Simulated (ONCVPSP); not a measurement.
## Pseudopotential generation for Ni: ONCV, revPBE, scalar-relativistic.

```
Element                 : Ni (Z = 28)
Generator               : ONCVPSP 4.0.1
Type                    : optimised norm-conserving Vanderbilt (ONCV)
Functional              : revPBE
Relativity              : scalar-relativistic
Frozen core             : [Ar]
Valence charge          : 10
Reference configuration : 3d8.5 4s1.5
Partial waves           : 4s: rc 2.05 bohr, ncon 5, nbas 8, qcut 3.8 1/bohr, 3 projectors, debl 0.4 Ha; p scattering state at 0.46 Ha: rc 1.70 bohr, ncon 4, nbas 7, qcut 4.3 1/bohr, 3 projectors, debl 3.9 Ha; 3d: rc 1.40 bohr, ncon 3, nbas 8, qcut 10.1 1/bohr, 2 projectors, debl 3.7 Ha
Local potential         : polynomial inside 0.95 bohr (lpopt 1, dvloc0 0 Ha)
Core correction         : Teter function, fcfact 3.5, rcfact 1.4
```

All-electron outer shells of the reference configuration (revPBE, scalar-relativistic, ld1.x):

```json
{"shell": "3p", "level (eV)": "-68.72", "outermost node (bohr)": "0.27", "outermost maximum (bohr)": "0.65"}
{"shell": "3d", "level (eV)": "-6.52", "outermost node (bohr)": "–", "outermost maximum (bohr)": "0.63"}
{"shell": "4s", "level (eV)": "-4.95", "outermost node (bohr)": "0.92", "outermost maximum (bohr)": "2.29"}
```

Question: Estimate the cutoffs (Ha) at which the residual kinetic energy of the hardest occupied pseudo-wave falls to 1 and 0.1 mHa per electron.

Answer: 43 Ha and 48 Ha.

Question: Does the potential have ghost states?

Answer: Ghosts flagged at negative energy: s at -114.8 eV, p at -42.3 eV; GHOST(+) flagged for s at 177.4 eV, p at 480.4 eV, s at 541.6 eV. A true bound ghost makes a file unfit for plane-wave use.

Question: Which valence shell sets the plane-wave cutoff?

Answer: 3d: 43 Ha for 1 mHa per electron, against 5 Ha for 4s.

Its largest configuration-test error is +61 meV (3d8 4s0). 1 of 4 tests not solved or not reliable.
